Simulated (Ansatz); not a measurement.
```yaml
crystal:
  periodic: [false, false, false]
  atoms:
    - {symbol: C, position_ang: [0.019838, -1.532380, 1.711769]}
    - {symbol: O, position_ang: [-0.031181, -0.671159, 0.624039]}
    - {symbol: Zr, position_ang: [-0.104292, 0.569892, -0.820193]}
    - {symbol: O, position_ang: [1.689780, 0.998558, -1.352616]}
    - {symbol: O, position_ang: [-1.191397, -0.109505, -2.244711]}
    - {symbol: S, position_ang: [-1.227709, 2.642961, -0.037769]}
    - {symbol: H, position_ang: [1.058636, -1.740559, 1.989713]}
    - {symbol: H, position_ang: [-0.471900, -2.481460, 1.473358]}
    - {symbol: H, position_ang: [-0.487806, -1.087299, 2.573884]}
    - {symbol: H, position_ang: [2.560907, 1.056163, -1.731764]}
    - {symbol: H, position_ang: [-1.666972, -0.657125, -2.861928]}
    - {symbol: H, position_ang: [-0.147882, 3.011915, 0.676217]}
basis:
  gaussian: {orbitals: def2-TZVP, fitting: {mean_field: def2-universal-jkfit}}
magnetization: {spin_polarized: true, initial_magnetization: 2}
hamiltonian: {xc: {name: HSE06}}
output: {forces: true}
```

```sh
$ ansatz run in.yaml --threads 2 --pin off --events-out ev --progress --plain --max-ram 32768MiB --backend cpu
```

It prints (some lines left out):

```
Functional definition: HSE06
797 factors; integrals over basis functions are off by at most 9.2e-1 eV
797 factors; integrals over basis functions are off by at most 1.9e-7 eV
mean field evaluation 1: about -19365.2821 eV, gradient 7.2e1 eV
mean field evaluation 2: about -19179.1864 eV, gradient 1.9e2 eV
mean field evaluation 4: about -19378.1727 eV, gradient 3.2e1 eV
mean field evaluation 8: about -19384.2355 eV, gradient 1.7e0 eV
mean field evaluation 16: about -19384.2585 eV, gradient 2.7e-2 eV
mean field evaluation 32: about -19384.2587 eV, gradient 4.5e-5 eV
mean field -19384.25874664 eV, -712.3583698167 hartree, gradient 8.2e-6 eV, S^2 2.006676; 9 other end points of the search recorded, 0 dependent functions left out
reference -19384.25883029 eV, -712.3583728906 hartree; 33, 31 occupied and 204, 206 virtual orbitals, 797 factors
Total energy: -19384.25883029 eV, -712.3583728906 hartree
Atom 0 at     0.019838    -1.532380     1.711769 Å, force     0.035497    -0.056025    -0.159469 eV/Å
Atom 1 at    -0.031181    -0.671159     0.624039 Å, force    -0.276964    -0.062003     0.745902 eV/Å
Atom 2 at    -0.104292     0.569892    -0.820193 Å, force    -0.435472    -0.702319     0.042625 eV/Å
Atom 3 at     1.689780     0.998558    -1.352616 Å, force     0.590236     0.354089    -0.332800 eV/Å
Atom 4 at    -1.191397    -0.109505    -2.244711 Å, force    -0.402560    -0.606994    -1.137722 eV/Å
Atom 5 at    -1.227709     2.642961    -0.037769 Å, force    -1.539426    -0.640823    -0.932385 eV/Å
Atom 6 at     1.058636    -1.740559     1.989713 Å, force     0.012583    -0.003273     0.028155 eV/Å
Atom 7 at    -0.471900    -2.481460     1.473358 Å, force    -0.012976    -0.018590     0.032421 eV/Å
Atom 8 at    -0.487806    -1.087299     2.573884 Å, force    -0.001377    -0.015256     0.020212 eV/Å
Atom 9 at     2.560907     1.056163    -1.731764 Å, force     0.075114     0.101211    -0.096685 eV/Å
Atom 10 at    -1.666972    -0.657125    -2.861928 Å, force     0.071425     0.028775     0.032255 eV/Å
Atom 11 at    -0.147882     3.011915     0.676217 Å, force     1.883920     1.621206     1.757492 eV/Å
Dipole moment:     0.161965    -0.189010     0.088004 e Å
```

Run time 54 s (2 threads of a server CPU on a shared host); peak host memory 1.1 GiB.
